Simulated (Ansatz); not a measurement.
One change: `[CH]1=[CH][GeH2]1` becomes `Cl[C]1=[CH][GeH2]1`.

Ansatz, PBE0-D4/def2-TZVP geometries, multiplicity 1. 

Scalar relativity is left out up to krypton.

| property | `[CH]1=[CH][GeH2]1` |
| --- | --- |
| HOMO–LUMO gap (B3LYP/def2-TZVPP) / eV | 6.45 |
| HOMO energy (PBE/def2-TZVPP) / eV | -5.90 |
| zero-point energy (PBE0-D4/def2-TZVP) / kJ/mol | 117.8 |
| size of the dipole moment (B3LYP/def2-TZVPP) / D | 0.18 |
| HOMO–LUMO gap (PBE/def2-TZVPP) / eV | 4.72 |
| size of the dipole moment (PBE/def2-TZVPP) / D | 0.28 |

Task: What does the change do to each property? (Best estimate.)

Result: Ansatz gave: 
```tsv
property	`Cl[C]1=[CH][GeH2]1`	shift
HOMO–LUMO gap (B3LYP/def2-TZVPP) / eV	6.47	0.02
HOMO energy (PBE/def2-TZVPP) / eV	-6.29	-0.39
zero-point energy (PBE0-D4/def2-TZVP) / kJ/mol	95.9	-21.9
size of the dipole moment (B3LYP/def2-TZVPP) / D	1.48	1.30
HOMO–LUMO gap (PBE/def2-TZVPP) / eV	4.95	0.23
size of the dipole moment (PBE/def2-TZVPP) / D	1.31	1.03
```

Dipoles are sizes alone; their direction can turn.

B3LYP here is the variant with VWN-RPA as its local correlation; programs differ in this.
